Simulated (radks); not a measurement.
Neutral sulfur inside a hard spherical wall (all orbitals vanish at R), configuration held at [Ne] 3s2 3p4 and not refilled when levels cross. All-electron calculation, non-relativistic Kohn-Sham, LDA (Slater exchange, Perdew-Wang correlation), spin-polarised, spherical densities, point nucleus; open shells are filled with parallel spins first. Program: a radial shooting solver on a logarithmic mesh with Libxc functionals. Eigenvalues in eV for spin up, with the zero of energy where the potential of the charges vanishes at infinity; a dash marks a level that is unbound or too diffuse for the functional's potential to be trusted. A positive occupied level is held by the wall or, in an anion where self-interaction has pushed it up, behind a barrier. The pressure on the wall is -dE/dV.

| R (bohr) | E (hartree) | kinetic (hartree) | e(2s) | e(2p) | e(3s) | e(3p) | e(4s, empty) | e(4p, empty) | pressure (GPa) |
|---|---|---|---|---|---|---|---|---|---|
| free | -396.73823 | 395.909 | -209.52 | -156.53 | -17.847 | -7.729 | -0.386 | - | 0 |
| 15 | -396.73823 | 395.909 | -209.52 | -156.53 | -17.847 | -7.729 | -0.326 | 0.719 | < 0.0001 |
| 12 | -396.73823 | 395.909 | -209.52 | -156.53 | -17.847 | -7.728 | -0.189 | 1.143 | < 0.0001 |
| 10 | -396.73820 | 395.910 | -209.51 | -156.53 | -17.844 | -7.725 | 0.091 | 1.778 | 0.00100 |
| 8 | -396.73769 | 395.915 | -209.47 | -156.48 | -17.809 | -7.691 | 0.922 | 3.286 | 0.0285 |
| 7 | -396.73593 | 395.930 | -209.35 | -156.36 | -17.723 | -7.605 | 1.940 | 4.887 | 0.160 |
| 6 | -396.72828 | 395.986 | -208.99 | -155.99 | -17.461 | -7.332 | 4.031 | 7.857 | 0.956 |
| 5 | -396.69382 | 396.198 | -207.84 | -154.84 | -16.683 | -6.478 | 8.752 | 13.912 | 6.32 |
| 2.5 | -393.99960 | 405.849 | -181.53 | -128.07 | 5.567 | 19.084 | 102.06 | 111.63 | 1910 |
